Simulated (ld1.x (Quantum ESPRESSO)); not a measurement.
## F (Z = 9): one change to an RRKJ potential, before and after

fluorine, norm-conserving RRKJ (Kleinman–Bylander form), made with ld1.x (Quantum ESPRESSO) 7.5 (PBE, scalar-relativistic). Core [He], reference 2s2 2p5. Waves: 2s (bound): rc 0.75 bohr; 3d channel at -0.15 Ry: rc 1.40 bohr; 2p (bound): rc 1.70 bohr. Local part: the p channel. Core correction: a·sin(br)/r model core inside 0.75 bohr. rho0 = 0.005.

All-electron outer shells of the reference configuration (PBE, scalar-relativistic, ld1.x):

```csv
shell,level (eV),outermost node (bohr),outermost maximum (bohr)
1s,-663.37,–,0.11
2s,-29.90,0.24,0.76
2p,-11.11,–,0.71
```

Change: wave 2s (bound): rc 0.75 bohr becomes 2s (bound): rc 0.84 bohr.

Cutoffs: the cutoffs (Ry, on a coarse ladder) from which the occupation-weighted sum of valence levels, in a spherical-Bessel basis at the reference potential, stays within 10 and 1 mRy of its value at 400 Ry; they do not see the model core or the augmentation charge, which bear on the density cutoff. Errors are all-electron minus pseudo energies relative to the spin-unpolarised reference configuration.

Task: How do hardness, ghosts and transferability respond?

Result: The potential gets softer (180 Ry and 230 Ry → 160 Ry and 200 Ry); of the 7 tests that both files solve, the error grows in 1 and shrinks in 0 by more than 15 % and 0.3 meV (median size 11.5 → 11.8 meV); neither file shows a bound ghost. A larger radius leaves more room for a smooth pseudo-wave, so fewer plane waves are needed.

```tsv
quantity	base	changed
cutoff, loose	180 Ry	160 Ry
cutoff, tight	230 Ry	200 Ry
loose cutoff by channel (10 mRy a level)	s 160 Ry, p 45 Ry	s 140 Ry, p 45 Ry
bound ghosts	none	none
error for 2s2 2p4, meV [ΔE 19.39 eV]	-12	-12
error for 2s2 2p3, meV [ΔE 57.78 eV]	+190	+188
error for 2s2 2p2, meV [ΔE 118.41 eV]	+1241	+1233
error for 2s2 2p4.5, meV [ΔE 7.54 eV]	-7.3	-7.4
error for 2s1 2p5, meV [ΔE 38.49 eV]	-199	-197
error for 2s1 2p6, meV [ΔE 18.81 eV]	+2.8	+3.7
error for 2s2 2p5.3, meV [ΔE -2.67 eV]	-3.0	-3.0
s: phases at 1.84 bohr within 0.05 rad from the reference energy up to (Ry; the scan ends near 5)	1.1	1.1
p: phases at 1.84 bohr within 0.05 rad from the reference energy up to (Ry; the scan ends near 5)	1.3	1.3
d: phases at 1.84 bohr within 0.05 rad from the reference energy up to (Ry; the scan ends near 5)	to the end of the scan	to the end of the scan
```
